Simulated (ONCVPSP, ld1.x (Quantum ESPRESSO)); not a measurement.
**Potentials for In compared**

Generated with ld1.x 7.5 (TM, RRKJ, ultrasoft, PAW), atompaw 4.2 or ONCVPSP 4.0.1. The cutoff is in Ry: for ld1.x and atompaw files where the sum of valence levels is converged to 10 mRy in a Bessel basis, for ONCV files where the hardest occupied wave has 1 mHa per electron of residual kinetic energy. The error is the largest all-electron minus pseudo excitation energy over each file’s own four to seven test configurations (ionisations up to +4, promotions, holes and added fractions of an electron), all of which were solved. The labels leave out finer settings (local radius, basis sizes, second energies), which also bear on the numbers. Spin-polarised tests are not counted. The rows are a selection from randomly drawn settings: files with unsolved tests, undetermined cutoffs or missed reference levels are left out.

A true bound ghost makes a file unfit for plane-wave use even where its test errors are small: the radial tests pick states by their node count and pass the ghost by.

| potential | cutoff (Ry) | largest error (meV) | bound ghosts |
| --- | --- | --- | --- |
| ultrasoft, PBE, fully relativistic, rc 2.20/2.55/2.55 (spd), local smoothed, core correction no, reference 5s1.75 5p1.25 | 6 | +113 | none |
| ONCV, LDA (Perdew-Wang 92), scalar-relativistic, rc 1.80/3.05/3.35 (spd), local smoothed, core correction yes, reference 5s1 5p2, qcut 4.1/2.3/2.8, projectors 3/3/3 | 19 | -97 | s |
| ONCV, PBE, fully relativistic, rc 1.50/1.75/1.70 (spd), local smoothed, core correction no, reference 4s2 4p6 4d10 5s1 5p2, qcut 8.6/9/8.8, projectors 2/2/3 | 58 | -0.2 | none |
| TM, PBEsol, scalar-relativistic, rc 1.60/2.60/1.10/2.85 (spdf), local smoothed, core correction yes, reference 4d10 5s1 5p0 | 100 | -190 | s |

Problem. Fill in the row for In: PAW, LDA (PZ), non-relativistic, rc 2.55/3.10/1.55 (spd), local smoothed, core correction yes, reference 4d10 5s1.75 5p1.25.

Solution. cutoff 60 Ry, largest error -287 meV, bound ghosts: s.

Problem. Fill in the row for In: RRKJ, PBE, scalar-relativistic, rc 1.80/2.05/1.45 (spd), local s, core correction no, reference 4d10 5s2 5p1.

Solution. cutoff 70 Ry, largest error -220 meV, bound ghosts: none.
